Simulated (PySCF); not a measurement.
ClH₆N₃Sn, SMILES [NH2][Sn]([NH2])([NH2])[Cl]. Geometry: B3LYP-D3(BJ)/def2-SVP. The def2 effective core potentials stand for the cores of Sn; spin–orbit coupling is left out. One conformer was computed; it need not be the lowest.

Method: B3LYP-D3(BJ)/def2-SVP in PySCF.

Harmonic wavenumbers (cm⁻¹): 91, 91, 156, 156, 161, 170, 170, 241, 346, 543, 552, 552, 651, 651, 652, 841, 866, 866, 1534, 1534, 1535, 3498, 3499, 3499, 3595, 3595, 3595. Rotational constants (GHz): 2.636, 1.635, 1.635; symmetry number 3.

Work out the zero-point energy and the ideal-gas rigid-rotor harmonic-oscillator thermochemistry at 298.15 K and 1 atm.

ZPE = ½ Σ hcν = ½ × 33639 cm⁻¹ = 201.20 kJ/mol. H − E(el) = 228.59 kJ/mol. Entropy in J/(mol K): translation 174.96, rotation 108.91, vibration 109.38, total 393.25. G − E(el) = 111.34 kJ/mol. Cp = 137.00 J/(mol K). Modes under 150 cm⁻¹ make the vibrational entropy uncertain.
